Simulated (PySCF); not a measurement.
Atoms are numbered as in `[CH3:1][c:2]1[cH:3][cH:4][cH:5][cH:6][n:7]1`; H(Xn) means a hydrogen on atom n.

GIAO PBE0/pcSseg-1 shifts (PySCF 2.14, gas phase, non-relativistic, equivalent atoms averaged), each against references optimised in the same way as the molecule (TMS, NH3).

On the GFN2-xTB geometry: C2 164.2, C6 155.2, C4 141.6, C3 127.6, C5 125.4, C1 27.6, N7 356.9, H(C6) 8.82, H(C4) 7.86, H(C3) 7.38, H(C5) 7.20, H(C1) 2.77 ppm.

Question: What changes on the PBE0-D3(BJ)/def2-SVP geometry?

Answer: 
| atoms | δ (ppm) | change |
| --- | --- | --- |
| C2 | 163.7 | -0.5 |
| C6 | 155.0 | -0.2 |
| C4 | 140.9 | -0.7 |
| C3 | 127.9 | +0.3 |
| C5 | 125.4 | +0.0 |
| C1 | 26.7 | -0.9 |
| N7 | 360.4 | +3.5 |
| H(C6) | 8.63 | -0.19 |
| H(C4) | 7.63 | -0.23 |
| H(C3) | 7.19 | -0.19 |
| H(C5) | 7.01 | -0.19 |
| H(C1) | 2.66 | -0.11 |

Bonds between heavy atoms that differ most (equivalent bonds averaged): C2–C3 1.394 → 1.404 Å, N7–C2 1.326 → 1.335 Å, C6–N7 1.322 → 1.331 Å, C5–C6 1.385 → 1.392 Å, C4–C5 1.387 → 1.394 Å. Mean change of bonds to hydrogen: C–H +0.013 Å.
